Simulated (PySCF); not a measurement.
Q: Give a PBE0-D3(BJ)/def2-SVP geometry of 1-heptanol, `CCCCCCCO`.

A: 
```
atom  x, y, z in Å
C1    -3.8262    0.0683   -0.2758
C2    -2.3882   -0.2317   -0.6682
C3    -1.4004    0.8148   -0.1656
C4     0.0438    0.6040   -0.6098
C5     0.6937   -0.6636   -0.0641
C6     2.1450   -0.8624   -0.4879
C7     3.1253    0.1358    0.1091
O8     4.4460   -0.0802   -0.3085
H9    -4.5183   -0.7056   -0.6410
H10   -4.1604    1.0345   -0.6870
H11   -3.9375    0.1234    0.8192
H12   -2.1076   -1.2275   -0.2854
H13   -2.3094   -0.3014   -1.7680
H14   -1.7363    1.8093   -0.5078
H15   -1.4412    0.8517    0.9387
H16    0.0875    0.5844   -1.7142
H17    0.6353    1.4829   -0.3040
H18    0.6307   -0.6565    1.0401
H19    0.1117   -1.5413   -0.3881
H20    2.4688   -1.8780   -0.1941
H21    2.2325   -0.8204   -1.5874
H22    3.0345    0.1200    1.2163
H23    2.8708    1.1597   -0.2063
H24    4.6862   -0.9816   -0.0703
```

Orientation and origin are arbitrary. Atoms count from 1 in this order. Of the pairs four or more bonds apart, H12···H19 is among the closest relative to their van der Waals radii: 2.24 Å, 93 % of the sum of Bondi's values.

Bonds between heavy atoms (Å): C1–C2 1.520, C2–C3 1.524, C3–C4 1.526, C4–C5 1.525, C5–C6 1.525, C6–C7 1.521, C7–O8 1.402.

Method: PBE0-D3(BJ)/def2-SVP geometry optimisation, gas phase (PySCF 2.14.0).

Point group: C1 (no symmetry element, even within 0.4 Å). No frequency check. One conformer, not necessarily the lowest (C1–C2–C3–C4 -176°, C2–C3–C4–C5 -65°, C3–C4–C5–C6 -179°, C4–C5–C6–C7 68°, C5–C6–C7–O8 180°).
